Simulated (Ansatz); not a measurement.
Basis-set extrapolation for `BC(F)[SiH3]` (PBE0-D4/def2-TZVP geometry, frozen core, Ansatz). Multiplicity 1, RHF reference.

```json
{"": "HF", "def2-TZVPP": "-454.456720", "def2-QZVPP": "-454.473258"}
{"": "MP2 correlation", "def2-TZVPP": "-0.649547", "def2-QZVPP": "-0.700690"}
{"": "CCSD(T) correlation", "def2-TZVPP": "-0.719294", "def2-QZVPP": "not run"}
```

Energies in hartree. Use E(X) = E(∞) + A·exp(−7.88·√X) for Hartree–Fock and E(X) = E(∞) + B·X^(−2.97) for correlation, with X = 3 and 4, and add CCSD(T) minus MP2 of the smaller set to the MP2 limit.

What is the CCSD(T) energy at the basis-set limit?

HF limit: -454.473258 + (-0.016538) × 0.13774 = -454.47554. MP2 limit: -0.700690 + (-0.051143) × 0.74074 = -0.73857. Higher-order term: -0.719294 − (-0.649547) = -0.06975. Total: -455.28386 hartree, 2.93 eV below CCSD(T)/def2-TZVPP.
